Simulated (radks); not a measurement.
The numbers below are computed, except where a source is named.
Species: Ir2+. Configuration: [Kr] 4d10 4f14 5s1 5p6 5d7 6d1 (not the ground configuration). Level of theory: Dirac Kohn-Sham, BLYP, spin-unpolarised, spherical densities, finite nucleus; open shells fill j = l - 1/2 first; Fermi nuclear charge, rms radius 5.4032 fm (a radial shooting solver on a logarithmic mesh with Libxc functionals).

Radial electron density D(r) = 4 pi r^2 rho(r):

| r (bohr) | D(r) (e/bohr) |
|---|---|
| 0.003195 | 46.00 |
| 0.00375 | 55.03 |
| 0.0044 | 64.89 |
| 0.005164 | 75.21 |
| 0.00606 | 85.48 |
| 0.007111 | 94.97 |
| 0.008279 | 102.5 |
| 0.009715 | 108.1 |
| 0.0114 | 110.5 |
| 0.01338 | 109.8 |
| 0.0157 | 106.3 |
| 0.01842 | 101.7 |
| 0.02162 | 98.27 |
| 0.02537 | 98.71 |
| 0.02978 | 104.8 |
| 0.03494 | 116.1 |
| 0.041 | 129.6 |
| 0.04774 | 139.5 |
| 0.05602 | 141.9 |
| 0.06574 | 134.4 |
| 0.07714 | 121.5 |
| 0.09053 | 112.1 |
| 0.1062 | 113.4 |
| 0.1247 | 123.8 |
| 0.1463 | 131.7 |
| 0.1717 | 124.8 |
| 0.2015 | 102.7 |
| 0.2346 | 80.32 |
| 0.2752 | 70.45 |
| 0.323 | 76.14 |
| 0.3791 | 83.67 |
| 0.4448 | 79.22 |
| 0.522 | 62.18 |
| 0.6126 | 42.38 |
| 0.7189 | 28.43 |
| 0.8436 | 21.55 |
| 0.99 | 18.13 |
| 1.162 | 14.88 |
| 1.352 | 11.17 |
| 1.587 | 7.291 |
| 1.863 | 4.207 |
| 2.186 | 2.170 |
| 2.565 | 1.041 |
| 3.01 | 0.5355 |
| 3.532 | 0.3656 |
| 4.145 | 0.3120 |
| 4.864 | 0.2536 |
| 5.708 | 0.1673 |
| 6.645 | 0.08742 |
| 7.798 | 0.03233 |
| 9.152 | 0.008328 |
| 10.74 | 0.001422 |
| 12.6 | 0.0001515 |

D(r) has 4 maxima, at r = 0.0119, 0.0538, 0.149, 0.391 bohr, and minima at 0.0232, 0.0965, 0.277 bohr, inside which lie 2.03, 11.11, 30.02 electrons.
